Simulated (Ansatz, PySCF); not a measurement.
Reaction R1 → P1 + P2, each structure at its B3LYP-D3(BJ)/def2-TZVP stationary point, reached from a drawn start (curvature not checked).
R1: Cl3In (SMILES [Cl][In]([Cl])[Cl]), charge 0, multiplicity 1.
P1, ClIn (SMILES [Cl][In]) (charge 0, multiplicity 1, Z-matrix in Å and degrees):
```
In
Cl 1 2.4410
```
P2: Cl2 (SMILES ClCl), charge 0, multiplicity 1.

P less R. No zero-point or thermal terms; no spin–orbit coupling.

Frozen-core correlation throughout. In cc and def2 sets filled d and f shells under p-block atoms count as core. CBS: X⁻³ extrapolation of the correlation energy, Hartree–Fock from the larger set.

Codes used: Ansatz (Gaussian orbitals); PySCF for M06-2X and the D3/D4 terms. All values are computed, each at the level named. Elements past Kr take the def2 small-core potentials, without spin–orbit coupling.

```
level                                reaction energy (eV)
-----------------------------------  --------------------
PBE-D3(BJ)/def2-TZVPP                               2.789
BLYP-D3(BJ)/def2-TZVPP                              2.551
B97M-V/def2-TZVPP                                   3.216
BHLYP-D4/def2-TZVPP                                 3.171
M06-2X/def2-TZVPP                                   3.260
CAM-B3LYP-D3(BJ)/def2-TZVPP                         3.030
SCS-MP2/def2-TZVPP                                  3.452
CCSD/def2-TZVPP                                (withheld)
CCSD(T)/CBS(def2-TZVPP, def2-QZVPP)            (withheld)
```

Task: Fill in the missing entries.

Result: 
- CCSD/def2-TZVPP, reaction energy (eV): 3.366
- CCSD(T)/CBS(def2-TZVPP, def2-QZVPP), reaction energy (eV): 3.407

Ansatz is an electronic-structure program.
